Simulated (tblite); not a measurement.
C₆H₇BN₄S.
SMILES with atom numbers: `[CH3:1][B:2]([CH3:3])[c:4]1[cH:5][n:6][c:7]2[n:8][s:9][n:10][c:11]2[n:12]1` (hydrogens: H13, H14, H15 on C1; H16, H17, H18 on C3; H19 on C5)

Structure used (GFN2-xTB), in Å, numbered top down from 1:
```xyz
19
C6H7BN4S angstrom
C     -2.1007   -1.4918    0.0129
B     -1.4847   -0.0515    0.0657
C     -2.3359    1.2560    0.2574
C      0.0798    0.0645   -0.0666
C      0.6929    0.9819   -0.9787
N      1.9792    1.1396   -1.1356
C      2.7402    0.3550   -0.3595
N      4.0700    0.3267   -0.3279
S      4.5166   -0.7813    0.7426
N      3.0733   -1.2809    1.2274
C      2.1487   -0.5908    0.5588
N      0.8262   -0.7228    0.6907
H     -1.9631   -1.9350   -0.9735
H     -3.1602   -1.5389    0.2485
H     -1.5590   -2.1426    0.6980
H     -2.1321    1.9813   -0.5294
H     -3.4079    1.0806    0.2811
H     -2.0647    1.7534    1.1885
H      0.0716    1.6059   -1.6076
```

Method: GFN2-xTB as coded in tblite; computed harmonic values from a numerical Hessian at the method's own geometry, unscaled. This tight-binding method is rough: wavenumbers can miss measured ones by several per cent, in bad cases by 10 to 20. The optimisation stopped once no atom felt more than 0.01 eV/Å.

Lowest wavenumbers of the output (negative numbers stand for imaginary wavenumbers):
```
mode    cm-1
  1     -76.4
  2      24.4
  3      61.1
  4      73.2
  5     104.9
  6     177.5
  7     182.5
  8     230.8
```

Is this structure a minimum?

No. 1 mode is imaginary beyond 20i (76i cm⁻¹), so at this level the point lies at or near a first-order saddle.

Which atoms move in the imaginary mode?

76i: H18 (methyl hydrogen) 37 %, H16 (methyl hydrogen) 35 %, H17 (methyl hydrogen) 22 %. These are shares of the mass-weighted motion.

What is the remedy?

Step along that mode in both directions, optimise again with tighter thresholds and repeat the frequencies. The zero-point energy of this point (81.8 kcal/mol) counts the 50 real modes alone, and thermal corrections from it aren't those of a minimum.
